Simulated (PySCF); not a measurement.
A structure optimised at PBE0-D3(BJ)/def2-SVP, used in a PySCF frequency run:

```xyz
11

C      1.6832     1.3409     0.0000
C      0.4762     0.7597     0.0000
Cl    -0.9684     1.7434     0.0000
C      0.2391    -0.6413     0.0000
C      0.0185    -1.8358     0.0000
C     -0.2432    -3.2624     0.0000
H      1.7843     2.4270     0.0000
H      2.5808     0.7206     0.0000
H      0.1905    -3.7448    -0.8901
H      0.1905    -3.7448     0.8901
H     -1.3258    -3.4625     0.0000
```
Charge 0, spin multiplicity 1.

Q: Write its SMILES, formula and point group.

A: C=C(Cl)C#CC, C₅H₅Cl, Cs

Q: What are its rotational constants (standard atomic weights)?

A: 6.0110, 1.4142, 1.1532 GHz
